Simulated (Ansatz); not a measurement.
Species: BBr3, SMILES `BrB(Br)Br` (charge 0, multiplicity 1).

Task: Give a relaxed geometry from PBE-D3(BJ)/def2-TZVP (Ansatz, a program for electronic structure).

Result: the end point of this relaxation (outside a Z-matrix the atoms follow the SMILES, hydrogens last).
Z-matrix (Å, degrees):
```
B
Br 1 1.9086
Br 1 1.9087 2 120.00
Br 1 1.9087 2 120.00 3 180.00
```
